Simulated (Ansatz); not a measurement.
The cluster Ru₃. The state is a singlet with charge 0. Geometry r2SCAN-D4/def2-TZVP, that of the neutral singlet.

```xyz
3

Ru    0.253   -1.216   -0.408
Ru    0.144    0.309    1.262
Ru   -0.397    0.907   -0.854
```

In the def2 sets Ru takes a core potential; there is no spin–orbit coupling. At PBE-D4/def2-TZVP, r2SCAN-D4/def2-TZVP, PBE0-D4/def2-TZVP the unrestricted singlet has broken spin symmetry (⟨S²⟩ up to 3.15). At PBE0-D4/def2-TZVP a triplet of charge 0 lies 0.78 eV below the unrestricted singlet, which stands at the restricted singlet's geometry. Another isomer (singlet) lies 0.18 eV lower at PBE-D4/def2-TZVP.

Question: Estimate the orbital energies around the gap (eV) in Ansatz with PBE-D4/def2-TZVP, r2SCAN-D4/def2-TZVP, PBE0-D4/def2-TZVP.

Answer: 
```json
{"orbital": "HOMO−5", "PBE-D4/def2-TZVP": "-5.60", "r2SCAN-D4/def2-TZVP": "-5.69", "PBE0-D4/def2-TZVP": "-6.11"}
{"orbital": "HOMO−4", "PBE-D4/def2-TZVP": "-5.34", "r2SCAN-D4/def2-TZVP": "-5.26", "PBE0-D4/def2-TZVP": "-5.85"}
{"orbital": "HOMO−3", "PBE-D4/def2-TZVP": "-4.12", "r2SCAN-D4/def2-TZVP": "-4.64", "PBE0-D4/def2-TZVP": "-5.56"}
{"orbital": "HOMO−2", "PBE-D4/def2-TZVP": "-4.00", "r2SCAN-D4/def2-TZVP": "-4.23", "PBE0-D4/def2-TZVP": "-5.17"}
{"orbital": "HOMO−1", "PBE-D4/def2-TZVP": "-3.88", "r2SCAN-D4/def2-TZVP": "-4.00", "PBE0-D4/def2-TZVP": "-4.97"}
{"orbital": "HOMO", "PBE-D4/def2-TZVP": "-3.69", "r2SCAN-D4/def2-TZVP": "-4.00", "PBE0-D4/def2-TZVP": "-4.75"}
{"orbital": "LUMO", "PBE-D4/def2-TZVP": "-3.38", "r2SCAN-D4/def2-TZVP": "-3.10", "PBE0-D4/def2-TZVP": "-2.05"}
{"orbital": "LUMO+1", "PBE-D4/def2-TZVP": "-3.23", "r2SCAN-D4/def2-TZVP": "-2.74", "PBE0-D4/def2-TZVP": "-1.82"}
{"orbital": "LUMO+2", "PBE-D4/def2-TZVP": "-2.89", "r2SCAN-D4/def2-TZVP": "-2.68", "PBE0-D4/def2-TZVP": "-1.75"}
{"orbital": "LUMO+3", "PBE-D4/def2-TZVP": "-2.73", "r2SCAN-D4/def2-TZVP": "-2.45", "PBE0-D4/def2-TZVP": "-1.57"}
{"orbital": "LUMO+4", "PBE-D4/def2-TZVP": "-2.52", "r2SCAN-D4/def2-TZVP": "-2.26", "PBE0-D4/def2-TZVP": "-1.49"}
{"orbital": "LUMO+5", "PBE-D4/def2-TZVP": "-2.32", "r2SCAN-D4/def2-TZVP": "-2.11", "PBE0-D4/def2-TZVP": "-1.36"}
{"orbital": "β HOMO", "PBE-D4/def2-TZVP": "-3.65", "r2SCAN-D4/def2-TZVP": "-3.64", "PBE0-D4/def2-TZVP": "-4.43"}
{"orbital": "β LUMO", "PBE-D4/def2-TZVP": "-3.34", "r2SCAN-D4/def2-TZVP": "-2.99", "PBE0-D4/def2-TZVP": "-2.12"}
```
